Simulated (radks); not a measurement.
Question: These are the eigenvalues of the occupied orbitals of an atom or ion with whole-number occupations (Ry). All-electron calculation, scalar-relativistic Kohn-Sham, BLYP, spin-polarised, spherical densities, point nucleus. Program: a radial shooting solver on a logarithmic mesh with Libxc functionals.

orbital  eigenvalue
1s up     -207.3058
1s down   -207.2654
2s up     -23.29213
2s down   -23.25016
2p up     -18.85066
2p down   -18.79423
3p up      -4.25121
4s up      -1.87518
4s down    -1.87405

Which element is it, and in what charge state? The configuration may be excited. Open shells, if any, are filled with parallel spins first.

Answer: Z = 17, chlorine, charge +3: Cl3+ in [Ne] 3p2 4s2. The list shows which subshells hold electrons but not how many an open one holds; the 1s level, -103.65 hartree, gives Z - s = 14.4 by -(Z - s)^2/2, which with screening and relativity narrows Z to a few neighbours, and the depths of the outer levels then fix element, charge and occupations together.
